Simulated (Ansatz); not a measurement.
Species: CH6BN2 (charge 0, doublet). It need not be the lowest isomer of its formula. 
Structure (B3LYP-D3(BJ)/def2-TZVP (Ansatz, a first-principles code) minimum search):
```
B
N 1 1.4230
H 2 1.0037 1 122.20
H 2 1.0050 3 113.50 1 180.00
N 1 1.4230 2 120.70 3 180.00
H 5 1.0037 1 122.20 2 -180.00
H 5 1.0050 6 113.50 1 -180.00
C 1 1.5426 2 119.65 3 0.00
H 8 1.0849 1 123.02 2 0.00
H 8 1.0849 9 113.97 1 -180.00
```
Charge 0, spin multiplicity 2.

Wanted: atomisation energy (electronic, to ground-state atoms), in kcal/mol. Cores are frozen in the correlated levels unless marked. Open shells are spin-unrestricted. No spin-orbit coupling. Non-relativistic. The coupled-cluster limit lacks core correlation, which all-electron functionals hold. Basis-set limits of correlation are two-point, X^-3; Hartree-Fock from the larger set. The bracket is a focal-point correction in the basis named.

```json
[
 {"level": "HF/6-31G", "program": "Ansatz", "atomisation energy (kcal/mol)": "618.7", "minus last row": "-284.0"},
 {"level": "HF/6-31G*", "program": "Ansatz", "atomisation energy (kcal/mol)": "644.7", "minus last row": "-258.0"},
 {"level": "SVWN5/def2-TZVPD", "program": "Ansatz", "atomisation energy (kcal/mol)": "1036.4", "minus last row": "133.7"},
 {"level": "PBE-D3(BJ)/def2-TZVPD", "program": "Ansatz + dftd3", "atomisation energy (kcal/mol)": "930.5", "minus last row": "27.8"},
 {"level": "r2SCANh-D4/def2-TZVPD", "program": "Ansatz + dftd4", "atomisation energy (kcal/mol)": "903.9", "minus last row": "1.2"},
 {"level": "CAM-B3LYP-D4/def2-TZVPD", "program": "Ansatz + dftd4", "atomisation energy (kcal/mol)": "917.9", "minus last row": "15.2"},
 {"level": "MP2/cc-pVDZ", "program": "Ansatz", "atomisation energy (kcal/mol)": "832.8", "minus last row": "-69.9"},
 {"level": "RI-MP2/aug-cc-pVQZ", "program": "Ansatz", "atomisation energy (kcal/mol)": "906.8", "minus last row": "4.1"},
 {"level": "RI-MP2/cc-pVTZ", "program": "Ansatz", "atomisation energy (kcal/mol)": "887.7", "minus last row": "-15.0"},
 {"level": "RI-MP2/CBS(cc-pVTZ,cc-pVQZ)", "program": "Ansatz", "atomisation energy (kcal/mol)": "914.4", "minus last row": "11.7"},
 {"level": "SCS-MP2/cc-pVTZ", "program": "Ansatz", "atomisation energy (kcal/mol)": "888.9", "minus last row": "-13.8"},
 {"level": "SCS-MP2/aug-cc-pVQZ", "program": "Ansatz", "atomisation energy (kcal/mol)": "910.4", "minus last row": "7.7"},
 {"level": "CCSD/aug-cc-pVDZ", "program": "Ansatz", "atomisation energy (kcal/mol)": "827.7", "minus last row": "-75.0"},
 {"level": "CCSD/cc-pVQZ", "program": "Ansatz", "atomisation energy (kcal/mol)": "879.8", "minus last row": "-22.9"},
 {"level": "CCSD/CBS(aug-cc-pVTZ,aug-cc-pVQZ)", "program": "Ansatz", "atomisation energy (kcal/mol)": "889.4", "minus last row": "-13.3"},
 {"level": "CCSD/CBS(cc-pVTZ,cc-pVQZ)", "program": "Ansatz", "atomisation energy (kcal/mol)": "888.9", "minus last row": "-13.8"},
 {"level": "CCSD(T)/aug-cc-pVTZ", "program": "Ansatz", "atomisation energy (kcal/mol)": "882.6", "minus last row": "-20.1"},
 {"level": "CCSD(T)/aug-cc-pVQZ", "program": "Ansatz", "atomisation energy (kcal/mol)": "894.9", "minus last row": "-7.8"},
 {"level": "RI-MP2/CBS(cc-pVTZ,cc-pVQZ)+[CCSD(T)-MP2]/cc-pVDZ", "program": "Ansatz", "atomisation energy (kcal/mol)": "903.2", "minus last row": "0.5"},
 {"level": "RI-MP2/CBS(cc-pVTZ,cc-pVQZ)+[CCSD(T)-MP2]/cc-pVQZ", "program": "Ansatz", "atomisation energy (kcal/mol)": "902.6", "minus last row": "-0.1"},
 {"level": "CCSD(T)/CBS(aug-cc-pVTZ,aug-cc-pVQZ)", "program": "Ansatz", "atomisation energy (kcal/mol)": "902.7", "minus last row": "0.0"}
]
```
